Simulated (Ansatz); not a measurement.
`C[SiH](F)O[SiH2]O` and `BBO[SiH](C)F` differ in one atom or group.

Ansatz, PBE0-D4/def2-TZVP geometries, multiplicity 1. Each molecule was computed in one conformer, which needn't be the lowest.

| property | `C[SiH](F)O[SiH2]O` |
| --- | --- |
| HOMO–LUMO gap (B3LYP/def2-TZVPP) / eV | 8.64 |
| HOMO–LUMO gap (PBE/def2-TZVPP) / eV | 6.83 |
| LUMO energy (PBE/def2-TZVPP) / eV | -0.37 |
| size of the dipole moment (B3LYP/def2-TZVPP) / D | 0.64 |
| HOMO energy (PBE0/def2-TZVPP) / eV | -8.63 |
| HOMO energy (B3LYP/def2-TZVPP) / eV | -8.43 |

(1) What does the change do to each property? (An estimate is asked.)

## Answers

(1) Computed: 
| property | `BBO[SiH](C)F` | shift |
| --- | --- | --- |
| HOMO–LUMO gap (B3LYP/def2-TZVPP) / eV | 5.55 | -3.09 |
| HOMO–LUMO gap (PBE/def2-TZVPP) / eV | 3.53 | -3.30 |
| LUMO energy (PBE/def2-TZVPP) / eV | -2.88 | -2.51 |
| size of the dipole moment (B3LYP/def2-TZVPP) / D | 1.76 | 1.12 |
| HOMO energy (PBE0/def2-TZVPP) / eV | -7.79 | 0.84 |
| HOMO energy (B3LYP/def2-TZVPP) / eV | -7.61 | 0.82 |

With PBE0 the HOMO rises by 0.84 eV and the LUMO falls by 2.35 eV, so the gap narrows by about 3.19 eV. PBE moves the HOMO by 0.79 eV and ωB97M-V by 0.82 eV. Dipoles are sizes alone; their direction can turn.

B3LYP here is the variant with VWN-RPA as its local correlation; programs differ in this.
